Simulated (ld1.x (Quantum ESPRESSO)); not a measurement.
Before and after: TM potential for Bi

ld1.x (Quantum ESPRESSO) 7.5 input, shortened:

```
&input
   title='Bi', zed=83., rel=1, dft='PBE', iswitch=3,
   config='[Xe] 4f14 5d10 6s2 6p3'
 /
 &inputp
   pseudotype=2, tm=.true., lloc=1,
   nlcc=.false.
 /
2
6S  1  0   2.00   0.00  1.65  1.65  0.0
6P  2  1   3.00   0.00  2.30  2.30  0.0
 &test
   configts(1)='6s2 6p3'
 /
```

Change: local potential all-electron potential smoothed inside 2.15 bohr (lloc = -1).

Cutoffs: the cutoffs (Ry, on a coarse ladder) from which the occupation-weighted sum of valence levels, in a spherical-Bessel basis at the reference potential, stays within 10 and 1 mRy of its value at 400 Ry; they do not see the model core or the augmentation charge, which bear on the density cutoff. Errors are all-electron minus pseudo energies relative to the spin-unpolarised reference configuration.

Question: How do hardness, ghosts and transferability respond?

Answer: The potential gets neither clearly harder nor softer (30 Ry and 80 Ry → 30 Ry and 70 Ry); a bound ghost appears in d, which as a rule spoils a file; of the 7 tests that both files solve, the error grows in 4 and shrinks in 1 by more than 15 % and 0.3 meV (median size 4.3 → 14.1 meV); the range in which the s phases agree narrows (upper end 2.1 → -0.2); the range in which the p phases agree narrows (upper end 3.7 → 1.5). In the separable form a ghost depends on how the local part lies against the semilocal potential of the channel, so the choice of the local part can create or remove one.

```csv
quantity,base,changed
"cutoff, loose",30 Ry,30 Ry
"cutoff, tight",80 Ry,70 Ry
bound ghosts,none,d
"error for 6s2 6p2, meV [ΔE 7.91 eV]",-1.7,+4.1
"error for 6s2 6p1, meV [ΔE 23.16 eV]",+4.3,+40
"error for 6s2 6p0, meV [ΔE 46.50 eV]",+80,+207
"error for 6s0 6p5, meV [ΔE 20.50 eV]",+72,+76
"error for 6s1 6p4, meV [ΔE 10.08 eV]",+13,+14
"error for 6s2 6p3.3, meV [ΔE -1.09 eV]",+0.7,+1.0
"error for 6s2 6p2.5, meV [ΔE 3.10 eV]",-1.0,+0.1
s: phases at 2.49 bohr within 0.05 rad from the reference energy up to (Ry; the scan ends near 5),2.1,-0.2
p: phases at 2.49 bohr within 0.05 rad from the reference energy up to (Ry; the scan ends near 5),3.7,1.5
```

 A true bound ghost makes a file unfit for plane-wave use even where its test errors are small: the radial tests pick states by their node count and pass the ghost by.
